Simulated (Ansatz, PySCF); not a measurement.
Two conformers of C3H8S2 (SMILES CSCSC), B3LYP-D3(BJ)/def2-TZVP minima.
Conformer 1 (charge 0, multiplicity 1):
```json
[
 {"atom": "C", "x (Å)": "2.0221", "y (Å)": "-0.8157", "z (Å)": "-0.4904"},
 {"atom": "S", "x (Å)": "1.0513", "y (Å)": "-0.3301", "z (Å)": "0.9584"},
 {"atom": "C", "x (Å)": "0.1896", "y (Å)": "1.1195", "z (Å)": "0.2832"},
 {"atom": "S", "x (Å)": "-0.9668", "y (Å)": "0.8286", "z (Å)": "-1.0871"},
 {"atom": "C", "x (Å)": "-2.1942", "y (Å)": "-0.2003", "z (Å)": "-0.2432"},
 {"atom": "H", "x (Å)": "1.3652", "y (Å)": "-0.9820", "z (Å)": "-1.3429"},
 {"atom": "H", "x (Å)": "2.5294", "y (Å)": "-1.7450", "z (Å)": "-0.2365"},
 {"atom": "H", "x (Å)": "2.7658", "y (Å)": "-0.0571", "z (Å)": "-0.7352"},
 {"atom": "H", "x (Å)": "-0.3369", "y (Å)": "1.5686", "z (Å)": "1.1253"},
 {"atom": "H", "x (Å)": "0.9146", "y (Å)": "1.8424", "z (Å)": "-0.0908"},
 {"atom": "H", "x (Å)": "-2.9129", "y (Å)": "-0.5201", "z (Å)": "-0.9959"},
 {"atom": "H", "x (Å)": "-2.7137", "y (Å)": "0.3654", "z (Å)": "0.5305"},
 {"atom": "H", "x (Å)": "-1.7134", "y (Å)": "-1.0742", "z (Å)": "0.1939"}
]
```
Conformer 2 (charge 0, multiplicity 1):
```xyz
13

C     -2.4177    -0.2956     0.2472
S     -1.6794     1.3470     0.0391
C      0.0554     0.9517     0.3383
S      0.7885     0.0075    -1.0399
C      2.3306    -0.5234    -0.2445
H     -3.4811    -0.1895     0.0389
H     -2.2880    -0.6526     1.2690
H     -1.9812    -1.0037    -0.4543
H      0.5681     1.9061     0.4567
H      0.1563     0.3806     1.2630
H      2.9478     0.3311     0.0332
H      2.1290    -1.1351     0.6354
H      2.8716    -1.1242    -0.9743
```

No zero-point or thermal terms.

Correlated levels freeze the cores.

Codes used: Ansatz (a program for electronic structure) with Gaussian orbitals; PySCF for the dispersion terms. Values without a source in brackets are computed.

Q: Give the electronic energy of conformer 2 less that of conformer 1 at the level revPBE-D4/def2-TZVPP.

A: 2.7 kcal/mol
